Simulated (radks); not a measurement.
The bismuth ion Bi80+, configuration [He] 2s1.

Method: Dirac Kohn-Sham, PBE, spin-unpolarised, spherical densities, finite nucleus; Fermi nuclear charge, rms radius 5.5211 fm; computed with a radial shooting solver on a logarithmic mesh with Libxc functionals.

Energy parts (eV):
part                      energy
total                 -232678.78
kinetic                292792.50
electron-nucleus      -528202.65
Hartree                  4640.30
exchange-correlation    -1908.93

Orbitals (lengths in bohr, moments of r in powers of bohr; <r^-3> diverges for s and p1/2; r(max) is where P^2 peaks; r(90%) holds 90 % of the orbital's charge):
orbital,occ.,eigenvalue (eV),r(max),r(90%),<1/r>,<r^-3>,small-component weight
1s1/2,2,-101509.1,0.009640,0.0288,103.5,-,1.01e-01
2s1/2,1,-25531.40,0.05486,0.0985,26.90,-,2.53e-02
2p1/2,0,-25319.58,0.03961,0.0850,26.79,-,2.52e-02
2p3/2,0,-22703.44,0.04697,0.0956,21.29,27650,2.25e-02
3s1/2,0,-10940.77,0.1429,0.216,11.24,-,1.08e-02
3d3/2,0,-10070.18,0.1057,0.188,9.536,1753,9.95e-03
3d5/2,0,-9866.617,0.1093,0.193,9.152,1402,9.74e-03

The highest occupied level is 2s1/2 at -25531 eV. Summed over all electrons, <r^2> = 0.005428 bohr^2, which gives a Langevin (diamagnetic) susceptibility term of -0.0043 x 10^-6 cm^3/mol. The density falls to 0.001 e/bohr^3 at r = 0.24 bohr.
